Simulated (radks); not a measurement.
Results of a calculation; reference values are marked as such.
Question: The oxygen anion O2-, [Ne], held by a Watson sphere: a shell of charge +2 at radius R that stands for the Madelung well of a crystal (potential energy -2/R inside, -2/r outside, in hartree with lengths in bohr). Code: a radial shooting solver on a logarithmic mesh with Libxc functionals. Model: scalar-relativistic Kohn-Sham, PBEsol, spin-unpolarised, spherical densities, finite nucleus; Fermi nuclear charge, rms radius of each element as measured or else 0.836 A^(1/3) + 0.57 fm. Response by self-consistent Sternheimer equations with the Hartree and adiabatic LDA kernel, the relativistic mass of each level held fixed and spin-orbit coupling left out. The sphere does not respond.

| R (bohr) | e(1s) (eV) | e(2s) (eV) | e(2p) (eV) | <r> 2p (bohr) | sum of <r^2> (bohr^2) | X-ray form factor at sin(theta)/lambda = 0.2 1/angstrom | alpha (bohr^3) |
|---|---|---|---|---|---|---|---|
| 1.7 | -506.55 | -23.425 | -8.840 | 1.416 | 19.56 | 6.275 | 10.82 |
| 1.74 | -506.58 | -23.215 | -8.682 | 1.427 | 19.84 | 6.248 | 11.27 |
| 1.8 | -506.62 | -22.907 | -8.447 | 1.442 | 20.27 | 6.209 | 11.97 |
| 1.89 | -506.65 | -22.465 | -8.105 | 1.464 | 20.90 | 6.154 | 13.11 |
| 2.38 | -506.46 | -20.460 | -6.450 | 1.577 | 24.34 | 5.929 | 21.26 |
| 2.42 | -506.43 | -20.324 | -6.331 | 1.586 | 24.62 | 5.915 | 22.10 |
| 2.55 | -506.31 | -19.906 | -5.960 | 1.613 | 25.54 | 5.874 | 25.05 |
| 3.16 | -505.70 | -18.381 | -4.525 | 1.734 | 29.96 | 5.746 | 44.26 |

Estimate the row for R = 3.45 bohr.

Answer: e(1s) (eV) -505.42; e(2s) (eV) -17.851; e(2p) (eV) -3.993; <r> 2p (bohr) 1.787; sum of <r^2> (bohr^2) 32.18; X-ray form factor at sin(theta)/lambda = 0.2 1/angstrom 5.712; alpha (bohr^3) 57.48.
